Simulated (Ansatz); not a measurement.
Stepwise reaction of `[NH]=[Ta]([NH2])([NH2])[F]` with hydrogen fluoride, as a gas-phase model of exchange steps in deposition or etching. ΔE in kJ/mol; ΔG adds harmonic PBE0-D4 terms to CCSD(T)/CBS, at 1 bar.

Calculated with Ansatz (gas phase, PBE0-D4/def2-TZVP geometries, no zero-point term in ΔE). CCSD(T)/CBS is the MP2 limit (def2-TZVPP, def2-QZVPP) plus CCSD(T) − MP2 in def2-TZVPP, frozen cores. This one scheme is used for every species. DFT in def2-TZVPP. B3LYP here is the variant with VWN-RPA as its local correlation; programs differ in this. def2 core potentials past Kr. For Ta outer-core shells are correlated without core-valence functions, which leaves a few kJ/mol of doubt a bond. One conformer a species, not always the lowest.

| step | reaction | PBE-D4 | B3LYP-D4 | ωB97M-V | CCSD(T)/CBS | ΔG(400 K) |
| --- | --- | --- | --- | --- | --- | --- |
| 1 | `[NH]=[Ta]([NH2])([NH2])[F]` + H–F → `[NH]=[Ta]([NH2])([F])[F]` + NH₃ | -90.6 | -91.9 | -92.3 | -80.1 | -77.4 |
| 2 | `[NH]=[Ta]([NH2])([F])[F]` + H–F → `[NH]=[Ta]([F])([F])[F]` + NH₃ | -73.8 | -74.5 | -75.4 | -63.3 | -59.3 |

(1) By hand: ΔE of the 2 steps together at CCSD(T)/CBS.

Answers

(1) (-80.1) + (-63.3) = -143.4 kJ/mol, or -71.7 kJ/mol a step.

In ΔE each step is higher than the one before. All are downhill at CCSD(T)/CBS. ΔG lies between -77.4 and -59.3 kJ/mol a step. PBE-D4 differs from CCSD(T)/CBS by -10.5 to -10.5 kJ/mol a step. Isolated molecules leave out the surface, adducts and barriers. Largest T1 diagnostic: 0.019.
